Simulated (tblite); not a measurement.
Species: C₂H₁₁NSi₂.
Z-matrix (Å and degrees, GFN2-xTB geometry), rows numbered from 1:
```
C 
N   1  1.4435
Si  2  1.7202  1  124.26
C   3  1.8986  2  108.64  1   -53.60
Si  4  1.8968  3  116.02  2   -53.04
H   1  1.0924  2  110.05  3   154.91
H   1  1.0968  2  112.66  3   -84.13
H   1  1.0874  2  109.05  3    36.07
H   2  1.0086  1  111.19  3   148.06
H   3  1.4642  2  103.67  1  -173.31
H   3  1.4788  2  115.04  1    67.20
H   4  1.0902  3  107.63  2  -174.86
H   4  1.0906  3  109.52  2    70.84
H   5  1.4704  4  108.81  3  -179.24
H   5  1.4646  4  110.22  3   -60.24
H   5  1.4643  4  111.14  3    61.82
```

Calculated harmonic vibrations of the isolated species, GFN2-xTB (tblite), most abundant isotopes, no scaling. Against measured fundamentals such values can be off by several per cent, at times by over 20. Modes of hydrogen on silicon can be 10 to 20 % off. One conformer, not necessarily the lowest.

Harmonic wavenumbers (cm⁻¹): 61.6, 90.5, 115.1, 139.3, 151.8, 212.8, 320.3, 477.0, 499.6, 503.5, 528.4, 594.4, 653.1, 701.3, 731.3, 779.9, 788.9, 799.7, 807.1, 819.9, 854.6, 1025.4, 1065.2, 1111.3, 1143.8, 1164.3, 1370.6, 1421.9, 1468.4, 1493.1, 1505.4, 2116.9, 2202.2, 2241.2, 2253.6, 2254.3, 2895.8, 2966.1, 2967.6, 2984.2, 3033.1, 3448.4.

A = 4101, B = 1783, C = 1433 MHz; mass 105.043 u (most abundant isotopes); point group C1, symmetry number 1.

Q: What is the zero-point energy?

A: ½Σν̃ = 26381 cm⁻¹ = 315.59 kJ/mol.

Q: Give the ideal-gas entropy at 200 K and 1 bar in the rigid-rotor, harmonic-oscillator model (classical rotation).

A: Translation 158.60, rotation 111.42, vibration 69.55: S = 339.6 J/(mol K).

Q: And Cp and H(200 K) − H(0)?

A: Cp = 109.87 J/(mol K), of which vibrations give 76.61 (their classical limit is 42 R = 349.2); H(200 K) − H(0) = 14.38 kJ/mol without the zero-point energy, 7.73 from vibrations.

Q: What must be added to the electronic energy to get the Gibbs energy at 200 K and 1 bar?

A: ZPE + [H(200 K) − H(0)] − T·S = 315.59 + 14.38 − 67.91 = 262.06 kJ/mol.

Q: Which modes carry the vibrational entropy at 200 K?

A: 61.6 cm⁻¹: 15.15; 90.5 cm⁻¹: 12.03; 115.1 cm⁻¹: 10.12; 139.3 cm⁻¹: 8.64; 151.8 cm⁻¹: 7.98; 212.8 cm⁻¹: 5.54 J/(mol K); the other 36 give 10.10 together.

Hindered rotation and anharmonicity are outside this model. Other conformers, if any are populated, would add a mixing term that is left out. The structure is chiral; the term R ln 2 for an equal mix with its mirror image is left out.
